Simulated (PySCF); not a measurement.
Working out the excitation energy of Al⁺

Al⁺ [Ne] 3s2 (1S) → Al⁺ [Ne] 3p2 (3P). Computed with PySCF 2.14 in aug-cc-pwCVDZ, with the non-relativistic Hamiltonian (point nucleus). Frozen: nothing. Energies in hartree (1 hartree = 27.21139 eV):

```
            part  Al⁺ (lower)  Al⁺ (upper)
             UHF  -241.668590  -241.275844
CCSD correlation    -0.170308    -0.134465
             (T)    -0.001910    -0.001143
```

What does Hartree-Fock give?

(-241.275844) − (-241.668590) = 0.392746 hartree = 10.687 eV.

What do CCSD and CCSD(T) give?

The CCSD correlation energies differ by 0.035843 hartree = 0.975 eV and the triples by 0.000767 hartree = 0.021 eV, so CCSD gives 11.662 eV and CCSD(T) 11.683 eV.

Measured between the centres of the two terms (NIST): 11.680 eV, so CCSD(T) (all electrons) is off by 0.003 eV.

A double-zeta basis recovers only part of the correlation energy.

What remains against the reference includes basis incompleteness and higher excitations.
